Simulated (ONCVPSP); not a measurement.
**Which change was made? (He, ONCV)**

```json
{
 "Element": "He (Z = 2)",
 "Generator": "ONCVPSP 4.0.1",
 "Type": "optimised norm-conserving Vanderbilt (ONCV)",
 "Functional": "PBEsol",
 "Relativity": "non-relativistic",
 "Frozen core": "none",
 "Valence charge": "2",
 "Reference configuration": "1s2",
 "Partial waves": "1s: rc 0.70 bohr, ncon 4, nbas 8, qcut 8.9 1/bohr, 2 projectors, debl 1.9 Ha; p scattering state at 0.05 Ha: rc 0.70 bohr, ncon 4, nbas 8, qcut 11.4 1/bohr, 2 projectors, debl 3.1 Ha",
 "Local potential": "polynomial inside 0.45 bohr (lpopt 3, dvloc0 2 Ha)",
 "Core correction": "none"
}
```

Cutoffs, loose and tight: the cutoffs (Ha) at which the residual kinetic energy of the hardest occupied pseudo-wave falls to 1 and 0.1 mHa per electron. They do not see the model core or the augmentation charge, which bear on the density cutoff. Test errors are all-electron minus pseudo excitation energies from the reference, over the configurations 1s1; 1s1.5; variants that change the core or the reference have their own tests.

The base gives: outcome: generated; cutoff, loose: 87 Ha; cutoff, tight: 326 Ha; bound ghosts: none; GHOST(+) flags above zero: none; largest test error (meV): +29.

(1) After one change the result is: outcome: generated; cutoff, loose: 260 Ha; cutoff, tight: 530 Ha; bound ghosts: none; GHOST(+) flags above zero: s; largest test error (meV): +14. Which change was it?
A. all radii scaled by about 0.89 (s 0.62, p 0.62 bohr); local potential polynomial inside 0.40 bohr (lpopt 3, dvloc0 2 Ha)
B. all radii scaled by about 0.80 (s 0.56, p 0.56 bohr); local potential polynomial inside 0.36 bohr (lpopt 3, dvloc0 2 Ha)
C. all radii scaled by about 1.31 (s 0.92, p 0.92 bohr); local potential polynomial inside 0.60 bohr (lpopt 3, dvloc0 2 Ha)
D. all radii scaled by about 1.06 (s 0.74, p 0.74 bohr); local potential polynomial inside 0.48 bohr (lpopt 3, dvloc0 2 Ha)

Results:

(1) B. The others give: all radii scaled by about 1.06 (s 0.74, p 0.74 bohr); local potential polynomial inside 0.48 bohr (lpopt 3, dvloc0 2 Ha) → outcome: generated; cutoff, loose: 61 Ha; cutoff, tight: 281 Ha; bound ghosts: none; GHOST(+) flags above zero: none; largest test error (meV): +35 | all radii scaled by about 1.31 (s 0.92, p 0.92 bohr); local potential polynomial inside 0.60 bohr (lpopt 3, dvloc0 2 Ha) → outcome: generated; cutoff, loose: 34 Ha; cutoff, tight: 92 Ha; bound ghosts: none; GHOST(+) flags above zero: none; largest test error (meV): +63 | all radii scaled by about 0.89 (s 0.62, p 0.62 bohr); local potential polynomial inside 0.40 bohr (lpopt 3, dvloc0 2 Ha) → outcome: generated; cutoff, loose: 186 Ha; cutoff, tight: 428 Ha; bound ghosts: none; GHOST(+) flags above zero: none; largest test error (meV): +20.
